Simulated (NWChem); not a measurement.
Molecule: C₂H₅ClSi; SMILES C(/Cl)=C/[SiH3]

Results from NWChem. Medium grid unless said otherwise, to which SCAN and Minnesota functionals are sensitive. Structure relaxed at the PBE0/def2-SVP level. Hybrids' shares of exact exchange are those that their runs print; pure functionals count as 0. The functionals differ in more than this share.

```
row                    share of exact exchange  highest occupied level (eV)
---------------------  -----------------------  ---------------------------
PBE/def2-SVP                              0.00                        -6.37
r2SCAN/def2-SVP                           0.00                        -6.69
TPSSh/def2-SVP                            0.10                        -6.94
B3LYP/def2-SVP                            0.20                        -7.28
PBE0/def2-SVP                             0.25                        -7.58
M06/def2-SVP                              0.27                        -7.53
MPW1K/def2-SVP                            0.43                        -8.48
BHandHLYP/def2-SVP                        0.50                        -8.56
Hartree-Fock/def2-SVP                     1.00                     withheld
```

Q: Fit a straight line of the last column on the one before it, predict the withheld value, and compare with the run.

A: 
1. Means of the 8 shown rows: x = 0.219, y = -7.429. Slope Σ(x − x̄)(y − ȳ)/Σ(x − x̄)² = -1.004/0.2375 = -4.228; intercept -6.504.
2. The shown rows scatter about the line by 0.112 (root mean square); the largest residual is -0.19, at r2SCAN/def2-SVP.
3. At x = 1.00 (Hartree-Fock/def2-SVP; beyond the shown range) the line gives -10.73.
4. The run gives -10.15, +0.58 from the line, 5.2 times the scatter.
